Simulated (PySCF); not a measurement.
# Working out the ionisation energy of Br

Br [Ar] 3d10 4s2 4p5 (2P) → Br⁺ [Ar] 3d10 4s2 4p4 (3P). Calculation: PySCF 2.14, in x2c-TZVPall (6s5p4d1f, 48 functions); scalar relativity by spin-free X2C-1e. Frozen: [Ar] 3d10. Energies in hartree (1 hartree = 27.21139 eV):

```
            part    Br (lower)   Br⁺ (upper)
             UHF  -2604.414876  -2604.020861
CCSD correlation     -0.153221     -0.123116
             (T)     -0.004489     -0.003229
```

Task: What does Hartree-Fock give?

Result: (-2604.020861) − (-2604.414876) = 0.394015 hartree = 10.722 eV.

Task: What do CCSD and CCSD(T) give?

Result: The CCSD correlation energies differ by 0.030105 hartree = 0.819 eV and the triples by 0.001260 hartree = 0.034 eV, so CCSD gives 11.541 eV and CCSD(T) 11.575 eV.

Measured between the centres of the two terms (NIST): 11.844 eV, so CCSD(T) (valence) is off by -0.269 eV.

What remains against the reference includes basis incompleteness, the frozen core and higher excitations.
